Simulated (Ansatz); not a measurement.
Species: C₃H₅O, charge -1, multiplicity 1. It need not be the lowest isomer of its formula. Whether it binds its extra electron was not tested at this geometry. 
Geometry from a B3LYP-D3(BJ)/def2-TZVP (Ansatz, an electronic-structure program) optimisation:
SMILES: [CH-]=CCO
```xyz
9

C      1.5813    -0.5940    -0.5502
C      0.8420     0.2729     0.1736
C     -0.5725     0.5925    -0.2169
O     -1.5256    -0.3187     0.4088
H      2.5534    -0.7671    -0.0360
H      1.1417     0.7389     1.1321
H     -0.6689     0.5086    -1.3063
H     -0.8914     1.5941     0.0986
H     -1.0353    -1.1528     0.4015
```
Charge -1, spin multiplicity 1.

Parts of the frozen-core correlation energy in aug-cc-pVDZ (Ansatz, hartree). Frozen orbitals: 4; correlated occupied orbitals by spin: 12 and 12; virtual: 121 and 121. Spin-orbit coupling is left out. No relativistic terms.

```
term                            value
-------------------------  ----------
reference (HF)             -191.29679
MP2 opposite-spin            -0.48216
MP2 same-spin                -0.16192
CCSD correlation             -0.67863
(T)                          -0.02687
T1 diagnostic                   0.017
largest doubles amplitude       0.049
```
